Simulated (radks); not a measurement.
Spin polarisation of the 5p3 shell in neutral antimony. Start: [Kr] 4d10 5s2 5p(up 1.5, down 1.5); electrons of 5p are moved from spin down to spin up, other shells keep equal spins. All-electron calculation, scalar-relativistic Kohn-Sham, r2SCAN, spin-polarised, spherical densities, finite nucleus; meta-GGA in the generalised Kohn-Sham scheme; Fermi nuclear charge, rms radius of each element as measured or else 0.836 A^(1/3) + 0.57 fm. Program: a radial shooting solver on a logarithmic mesh with Libxc functionals.

| moment (Bohr magnetons) | E - E(0) (eV) | e(5p up) (eV) | e(5p down) (eV) | 5s down minus up (eV) | 4d down minus up (eV) | 4p down minus up (eV) |
|---|---|---|---|---|---|---|
| 0 | 0.000 | -4.967 | -4.967 | 0.000 | 0.000 | 0.000 |
| 0.75 | -0.119 | -5.256 | -4.621 | 0.641 | 0.065 | 0.034 |
| 1.5 | -0.479 | -5.495 | -4.205 | 1.290 | 0.130 | 0.068 |
| 2.25 | -1.092 | -5.686 | -3.694 | 1.945 | 0.195 | 0.101 |
| 3 | -1.997 | -5.827 | -2.830 | 2.585 | 0.262 | 0.134 |

At moment 3 the spin-polarisation energy is -1.997 eV and the 5p exchange splitting 2.997 eV, that is 0.999 eV per Bohr magneton; E = -I m^2/4 would give I = 0.888 eV.
